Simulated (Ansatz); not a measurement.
Cs₂F (the lowest doublet isomer of a short search), 3 atoms. Hardware: 4 threads of AMD EPYC 7571 on a shared host.

In the def2 sets Cs takes a core potential; there is no spin–orbit coupling. Correlated methods freeze 1 core orbital; core or outer-core shells of Cs are correlated, in sets that lack core-valence functions.

(1) How many basis functions does each of these Ansatz runs have, and roughly what does it cost? HSE06-D4/def2-TZVP, charge 0 doublet, energy and forces, from earlier orbitals; PBE0-D4/def2-TZVP, charge 1 triplet at the geometry of the charge 0 doublet, energy; PBE-D4/def2-TZVP, charge 1 triplet at the geometry of the charge 0 doublet, energy, from earlier orbitals; PBE-D4/def2-TZVPD, charge -1 triplet at the geometry of the charge 0 doublet, energy, from earlier orbitals; r2SCAN-D4/def2-TZVPD, charge 0 doublet, energy, from earlier orbitals; r2SCAN-D4/def2-TZVP, charge 0 doublet, energy, from earlier orbitals; HSE06-D4/def2-TZVP, charge 0 quartet, energy, from earlier orbitals; PBE0-D4/def2-SVP, charge 0 doublet, energy, from earlier orbitals; r2SCAN-D4/def2-TZVP, charge 1 triplet at the geometry of the charge 0 doublet, energy, from earlier orbitals; CCSD(T)/def2-TZVPD, charge 0 doublet, energy, from earlier orbitals; RPA@PBE/def2-TZVP, charge 0 quartet, energy, from earlier orbitals; PBE0-D4/def2-TZVPD, charge 0 doublet, energy, from earlier orbitals.

Answers

(1) Other jobs shared the machine, so times can vary by a factor of up to 3. A dash marks memory too small to be measured apart from the calling script's.

```csv
run,functions,fitting or Cholesky vectors,wall time,peak host memory (GiB)
"PBE0-D4/def2-SVP, charge 0 doublet, energy, from earlier orbitals",62,584,4 s,–
"PBE0-D4/def2-TZVPD, charge 0 doublet, energy, from earlier orbitals",104,815,4.2 s,–
"PBE-D4/def2-TZVP, charge 1 triplet at the geometry of the charge 0 doublet, energy, from earlier orbitals",89,792,4.4 s,–
"PBE-D4/def2-TZVPD, charge -1 triplet at the geometry of the charge 0 doublet, energy, from earlier orbitals",104,815,4.5 s,–
"HSE06-D4/def2-TZVP, charge 0 doublet, energy and forces, from earlier orbitals",89,792,5.5 s,–
"r2SCAN-D4/def2-TZVP, charge 0 doublet, energy, from earlier orbitals",89,792,7 s,–
"HSE06-D4/def2-TZVP, charge 0 quartet, energy, from earlier orbitals",89,792,9 s,–
"RPA@PBE/def2-TZVP, charge 0 quartet, energy, from earlier orbitals",89,757,9 s,–
"r2SCAN-D4/def2-TZVPD, charge 0 doublet, energy, from earlier orbitals",104,815,9.5 s,–
"PBE0-D4/def2-TZVP, charge 1 triplet at the geometry of the charge 0 doublet, energy",89,792,10 s,–
"r2SCAN-D4/def2-TZVP, charge 1 triplet at the geometry of the charge 0 doublet, energy, from earlier orbitals",89,792,19 s,–
"CCSD(T)/def2-TZVPD, charge 0 doublet, energy, from earlier orbitals",104,845,22 s,0.79
```
